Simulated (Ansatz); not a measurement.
`C=C[SiH2]BN` + H₂S → `NBS` + `C=C[SiH3]`  (cleavage of the B–Si bond)

Calculated with Ansatz (gas phase, PBE0-D4/def2-TZVP geometries, no zero-point term in ΔE). CCSD(T)/CBS is the MP2 limit (def2-TZVPP, def2-QZVPP) plus CCSD(T) − MP2 in def2-TZVPP, frozen cores. This one scheme is used for every species. DFT in def2-TZVPP. B3LYP here is the variant with VWN-RPA as its local correlation; programs differ in this. One conformer a species, not always the lowest.

| level | ΔE (kcal/mol) | difference from CCSD(T)/CBS |
| --- | --- | --- |
| PBE-D4 | -19.1 | 0.9 |
| r2SCAN-D4 | -21.0 | -1.0 |
| PBE0-D4 | -19.9 | 0.1 |
| B3LYP-D4 | -20.2 | -0.2 |
| ωB97X-V | -20.3 | -0.3 |
| ωB97M-V | -20.7 | -0.7 |
| B2PLYP | -21.1 | -1.1 |
| PBE | -19.5 | 0.5 |
| r2SCAN | -21.2 | -1.2 |
| PBE0 | -20.2 | -0.2 |
| B3LYP | -20.7 | -0.7 |
| HF/def2-TZVPP | -22.7 | -2.7 |
| MP2/def2-TZVPP | -21.8 | -1.8 |
| SCS-MP2/def2-TZVPP | -21.4 | -1.4 |
| CCSD/def2-TZVPP | -20.0 | 0.0 |
| CCSD(T)/def2-TZVPP | -19.9 | 0.1 |
| HF/def2-QZVPP | -22.7 | -2.7 |
| MP2/def2-QZVPP | -21.8 | -1.8 |
| SCS-MP2/def2-QZVPP | -21.4 | -1.4 |
| HF/CBS(def2) | -22.6 | -2.6 |
| MP2/CBS(def2) | -21.9 | -1.9 |
| CCSD/CBS(def2) | -20.1 | -0.1 |
| CCSD(T)/CBS | -20.0 | 0 |

Largest T1 diagnostic among the species: 0.013.

In def2-TZVPP, CCSD(T) changes the Hartree–Fock value by +2.9 kcal/mol (the triples alone add +0.1 kcal/mol) and MP2 by +1.0 kcal/mol. From PBE to PBE0 (25 % exact exchange), in def2-TZVPP and without D4, ΔE moves by −0.8 kcal/mol.
